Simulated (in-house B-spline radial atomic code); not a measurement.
Configurations of Xe3+, with energies counted from [Kr] 4d10 5s2 5p3. Computed with a radial B-spline atomic code at the basis-set limit: scalar-relativistic (X2C) PBEsol, spin-polarised, spherical fractional occupations, Fermi nucleus of rms radius 4.7859 fm. Shells without spins written out take the highest spin.

Occupations are held fixed; configurations that lie above the ionisation limit could autoionise.

```tsv
configuration	E - E(ref) (eV)	highest orbital	its <r> (bohr)
[Kr] 4d10 5s2 5p(2 up, 1 down)	1.9136	5p down	2.007
[Kr] 4d10 5s1 5p3 6s1	30.534	6s up	3.603
[Kr] 4d10 5s(0 up, 1 down) 5p(3 up, 0 down) 5f(1 up, 0 down)	44.481	5f up	4.872
[Kr] 4d9 5s2 5p3 5d1	74.834	5d up	2.538
[Kr] 4d9 5s2 5p3 6p1	82.588	6p up	4.083
[Kr] 4d9 5s2 5p3 5f1	89.016	5f up	4.635
[Ar] 3d9 4s2 4p6 4d10 5s2 5p3 6s1	688.16	6s up	3.535
```

Order these further configurations by energy, lowest first.
A. [Ar] 3d10 4s2 4p5 4d10 5s2 5p3 6s1
B. [Kr] 4d10 5s(1 up, 0 down) 5p(1 up, 2 down) 6f(1 up, 0 down)
C. [Kr] 4d(5 up, 4 down) 4f(1 up, 0 down) 5s2 5p(3 up, 0 down)
D. [Kr] 4d10 5s1 5p3 5d1
E. [Kr] 4d10 5s2 5p2 6s1

E (20.074 eV), D (27.244 eV), B (49.887 eV), C (77.069 eV), A (161.31 eV).

How far above the reference does [Ar] 3d10 4s2 4p5 4d10 5s2 5p3 5d1 lie?

157.72 eV; its least bound orbital is 5d up with <r> = 2.533 bohr.

How far above the reference does [Kr] 4d9 5s2 5p3 6s1 lie?

78.406 eV; its least bound orbital is 6s up with <r> = 3.552 bohr.

How far above the reference does [Ar] 3d10 4s2 4p(3 up, 2 down) 4d10 5s2 5p(2 up, 2 down) lie?

143.12 eV; its least bound orbital is 5p down with <r> = 1.943 bohr.
